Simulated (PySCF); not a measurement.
# Selenium: a sound run and one with changed settings

Sound run: Se [Ar] 3d10 4s2 4p4, Se+ [Ar] 3d10 4s2 4p3. All numbers are calculated (PySCF 2.14, a scalar-relativistic core potential, in cc-pVTZ-PP with ECP10MDF (5s4p3d1f, 39 functions)). The sound run starts from symmetry-adapted Hartree-Fock orbitals and uses a fine grid where one is needed.

Changed run: basis STO-3G, all-electron and non-relativistic. This setting is unsound on purpose.

| species | method | sound run (hartree) | changed run (hartree) | converged |
| --- | --- | --- | --- | --- |
| Se | UHF | -371.86220 | -2373.52734 | yes |
| Se | LDA | -372.57478 | -2371.14284 | yes |
| Se | PBE | -373.12122 | -2374.36358 | yes |
| Se+ | UHF | -371.54804 | -2373.29984 | yes |
| Se+ | LDA | -372.21273 | -2370.86327 | yes |
| Se+ | PBE | -372.76838 | -2374.08611 | yes |

Ionisation energy of Se:

```tsv
method	sound run (eV)	changed run (eV)
UHF	8.549	6.191
LDA	9.852	7.607
PBE	9.601	7.551
```

A minimal basis cannot let orbitals breathe on ionisation and holds almost no correlation. The Hamiltonian changed with the basis, so the totals do not compare.

For comparison, NIST gives 9.752 eV between the lowest levels.
